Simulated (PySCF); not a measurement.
**Field gradients at the hydrogen positions**

C₆H₁₄OSi₂.
Numbering: `[CH2:1]=[CH:2][CH2:3][C@@H:4]1[CH2:5][C@@H:6]1[SiH2:7][O:8][SiH3:9]` (hydrogens: H10, H11 on C1; H12 on C2; H13, H14 on C3; H15 on C4; H16, H17 on C5; H18 on C6; H19, H20 on Si7; H21, H22, H23 on Si9)

Cartesian coordinates in Å at the GFN2-xTB level; atoms count from 1:
```
atom  x, y, z in Å
C1    -1.399    2.185   -0.360
C2    -1.877    1.172    0.338
C3    -1.059    0.319    1.255
C4    -1.198   -1.149    0.911
C5    -0.056   -2.086    1.130
C6    -0.492   -1.756   -0.275
Si7    0.620   -0.825   -1.476
O8     1.704    0.065   -0.664
Si9    2.751    1.137   -0.063
H10   -2.020    2.775   -1.013
H11   -0.360    2.465   -0.306
H12   -2.924    0.905    0.267
H13   -1.404    0.466    2.285
H14   -0.013    0.618    1.198
H15   -2.191   -1.539    1.116
H16   -0.252   -3.075    1.519
H17    0.878   -1.663    1.471
H18   -1.060   -2.541   -0.765
H19   -0.144    0.080   -2.334
H20    1.413   -1.788   -2.246
H21    2.376    2.460   -0.562
H22    2.619    1.061    1.394
H23    4.082    0.741   -0.514
```

Level: PBE0/pcSseg-1 (PySCF, non-relativistic); Q(2H) = 0.00286 b; rigid geometry, the same for H and D, with no vibrational averaging.

**Question.** Rank these positions by the coupling χzz of a deuteron there, largest first.
A. H12 (vinylic hydrogen)
B. H10 (vinylic hydrogen)
C. H15 (methine hydrogen)
D. H19 (Si–H hydrogen)
E. H14 (methylene hydrogen)
F. H16 (methylene hydrogen)

**Answer.** B (227 kHz), F (222 kHz), A (217 kHz), C (212 kHz), E (206 kHz), D (108 kHz).

**Question.** Tabulate Vzz, the asymmetry η and χzz = 234.96 MHz × Q × Vzz for every hydrogen position.

**Answer.** 
| atom | bonded to | bond length (Å) | Vzz (au) | η | χzz (kHz) |
| --- | --- | --- | --- | --- | --- |
| H10 | C1 | 1.077 | 0.3382 | 0.05 | 227 |
| H11 | C1 | 1.078 | 0.3368 | 0.06 | 226 |
| H12 | C2 | 1.083 | 0.3234 | 0.06 | 217 |
| H13 | C3 | 1.097 | 0.2972 | 0.00 | 200 |
| H14 | C3 | 1.089 | 0.3062 | 0.03 | 206 |
| H15 | C4 | 1.086 | 0.3162 | 0.09 | 212 |
| H16 | C5 | 1.081 | 0.3301 | 0.07 | 222 |
| H17 | C5 | 1.080 | 0.3292 | 0.07 | 221 |
| H18 | C6 | 1.086 | 0.3227 | 0.08 | 217 |
| H19 | Si7 | 1.462 | 0.1611 | 0.04 | 108 |
| H20 | Si7 | 1.466 | 0.1587 | 0.02 | 107 |
| H21 | Si9 | 1.463 | 0.1603 | 0.03 | 108 |
| H22 | Si9 | 1.465 | 0.1584 | 0.03 | 106 |
| H23 | Si9 | 1.460 | 0.1623 | 0.02 | 109 |

**Question.** Average by the element that carries the hydrogen.

**Answer.** on C: 217 kHz over 9 positions, mean bond length 1.084 Å; on Si: 108 kHz over 5 positions, mean bond length 1.463 Å.

**Question.** How does χzz go with the bond length over the 9 C–H bonds?

**Answer.** A straight-line fit has a slope of -14.5 kHz for each 0.01 Å, with a correlation coefficient of -0.98, over lengths from 1.077 to 1.097 Å. The longer bonds have the smaller couplings here.

**Question.** Give the 2H NMR doublet splittings at H11 for a magnetic field along the z, y and x axes of the gradient: 3χ/2, 3χ(1 + η)/4, 3χ(1 − η)/4.

**Answer.** With |χ| = 226.3 kHz and η = 0.059: 339, 180 and 160 kHz, to first order and without motion.

Geometry: GFN2-xTB, one conformer, isolated molecule. GFN2-xTB frequencies show an imaginary mode (27i cm⁻¹), so this geometry is no minimum at that level. GFN2-xTB bond lengths can be off by several hundredths of an ångström, more for odd bonds, and the gradients follow them. A larger basis could move these couplings by a tenth or more.

The run behind these numbers computed NMR shieldings as well. The run took 3.7 min wall (with the writing of density and orbital grids) on one thread of an Intel Xeon at 2.50 GHz (shared host), and the process peaked at 1.1 GiB of memory.
